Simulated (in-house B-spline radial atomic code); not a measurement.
A fraction x of an electron is removed from 4f in Yb²⁺, starting from [Xe] 4f14 and keeping the highest spin. Method: scalar-relativistic (X2C) PBEsol, spin-polarised, spherical fractional occupations, Fermi nucleus of rms radius 5.3108 fm. Calculated with a B-spline radial code for spherical atoms.

| x | E(x) - E(0) (eV) | 4f down level (eV) |
| --- | --- | --- |
| 0 | 0.0000 | -17.655 |
| 0.07 | 1.2760 | -18.805 |
| 0.23 | 4.4994 | -21.502 |
| 0.35 | 7.2040 | -23.582 |
| 0.49 | 10.6788 | -26.068 |
| 0.5 | 10.9404 | -26.248 |
| 0.57 | 12.8220 | -27.516 |
| 0.71 | 16.8541 | -30.095 |
| 0.83 | 20.6004 | -32.351 |
| 0.91 | 23.2494 | -33.877 |
| 1 | 26.3764 | -35.615 |

The exact functional would give a straight line between the two integer points. Deviations E(x) - E(0) - x[E(1) - E(0)], in eV: -0.57 at x = 0.07, -1.567 at x = 0.23, -2.028 at x = 0.35, -2.246 at x = 0.49, -2.248 at x = 0.5, -2.213 at x = 0.57, -1.873 at x = 0.71, -1.292 at x = 0.83, -0.753 at x = 0.91.

The curve lies below the straight line by up to 2.248 eV (at x = 0.5): convex, the delocalisation error that favours fractional charges.

**Question.** How well does Slater's transition state (minus the level at half occupation) give the ionisation energy?

**Answer.** It gives 26.248 eV against 26.376 eV from the two total energies; NIST lists 25.05 eV, ground level to ground level.
